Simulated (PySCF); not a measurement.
Isomers of C8H13P.

All values: PBE0/pcSseg-1 (PySCF) at PBE0-D3(BJ)/def2-SVP geometries, gas phase, one conformer each.

Question: Rank by the lowest Hirshfeld charge on any atom, lowest value first.
A. `[CH2:1]=[CH:2][C:3]1=[C:4]([CH:5]([CH3:6])[CH3:7])[P:8]1[CH3:9]` with C1–C2–C3–C4 -177°, C3–C4–C5–C6 0°
B. `[CH3:1][CH:2]([CH3:3])[P:4]1[CH:5]=[CH:6][CH2:7][CH:8]=[CH:9]1` with C1–C2–P4–C5 -77°, C2–P4–C5–C6 -118°, C5–C6–C7–C8 10°, C6–C7–C8–C9 -10°, C2–P4–C9–C8 119°
C. `[CH2:1]=[CH:2][C:3]1=[C:4]([CH3:5])[CH2:6][P:7]([CH3:8])[CH2:9]1` with C1–C2–C3–C4 177°, C3–C4–C6–P7 -14°, C4–C6–P7–C8 -80°, C6–P7–C9–C3 -18°, C2–C3–C9–P7 -168°

Answer: A (-0.182 e), C (-0.169 e), B (-0.126 e).

Question: Rank by HOMO–LUMO gap, highest first.
A. `[CH2:1]=[CH:2][CH:3]1[CH2:4][P:5]([CH:6]2[CH2:7][CH2:8]2)[CH2:9]1` with C1–C2–C3–C4 -123°, C4–P5–C6–C7 -107°, C2–C3–C4–P5 -143°, C3–C4–P5–C6 -82°, P5–C6–C7–C8 -107°, C4–P5–C9–C3 -16°
B. `[CH2:1]=[CH:2][C:3]1=[C:4]([CH:5]([CH3:6])[CH3:7])[P:8]1[CH3:9]` with C1–C2–C3–C4 -177°, C3–C4–C5–C6 0°
C. `[CH3:1][CH:2]([CH3:3])[P:4]1[CH:5]=[CH:6][CH2:7][CH:8]=[CH:9]1` with C1–C2–P4–C5 -77°, C2–P4–C5–C6 -118°, C5–C6–C7–C8 10°, C6–C7–C8–C9 -10°, C2–P4–C9–C8 119°
D. `[CH2:1]=[CH:2][C:3]1=[C:4]([CH3:5])[CH2:6][P:7]([CH3:8])[CH2:9]1` with C1–C2–C3–C4 177°, C3–C4–C6–P7 -14°, C4–C6–P7–C8 -80°, C6–P7–C9–C3 -18°, C2–C3–C9–P7 -168°

Answer: A (6.40 eV), C (5.75 eV), D (5.56 eV), B (5.06 eV).

All values together:

| SMILES | μ (D) | HOMO (eV) | LUMO (eV) | lowest IAO charge (e) | highest IAO charge (e) | lowest Hirshfeld charge (e) | highest Hirshfeld charge (e) |
| --- | --- | --- | --- | --- | --- | --- | --- |
| C=CC1=C(C(C)C)P1C | 1.78 | -6.10 | -1.05 | -0.622 (C) | +0.399 (P) | -0.182 (C) | +0.089 (P) |
| C=CC1CP(C2CC2)C1 | 1.20 | -6.46 | -0.06 | -0.433 (C) | +0.464 (P) | -0.117 (C) | +0.143 (P) |
| CC(C)P1C=CCC=C1 | 1.55 | -5.94 | -0.18 | -0.408 (C) | +0.509 (P) | -0.126 (C) | +0.141 (P) |
| C=CC1=C(C)CP(C)C1 | 1.45 | -6.29 | -0.74 | -0.605 (C) | +0.484 (P) | -0.169 (C) | +0.140 (P) |

Conformers: `[CH2:1]=[CH:2][C:3]1=[C:4]([CH:5]([CH3:6])[CH3:7])[P:8]1[CH3:9]` with C1–C2–C3–C4 -177°, C3–C4–C5–C6 0°; `[CH2:1]=[CH:2][CH:3]1[CH2:4][P:5]([CH:6]2[CH2:7][CH2:8]2)[CH2:9]1` with C1–C2–C3–C4 -123°, C4–P5–C6–C7 -107°, C2–C3–C4–P5 -143°, C3–C4–P5–C6 -82°, P5–C6–C7–C8 -107°, C4–P5–C9–C3 -16°; `[CH3:1][CH:2]([CH3:3])[P:4]1[CH:5]=[CH:6][CH2:7][CH:8]=[CH:9]1` with C1–C2–P4–C5 -77°, C2–P4–C5–C6 -118°, C5–C6–C7–C8 10°, C6–C7–C8–C9 -10°, C2–P4–C9–C8 119°; `[CH2:1]=[CH:2][C:3]1=[C:4]([CH3:5])[CH2:6][P:7]([CH3:8])[CH2:9]1` with C1–C2–C3–C4 177°, C3–C4–C6–P7 -14°, C4–C6–P7–C8 -80°, C6–P7–C9–C3 -18°, C2–C3–C9–P7 -168°.
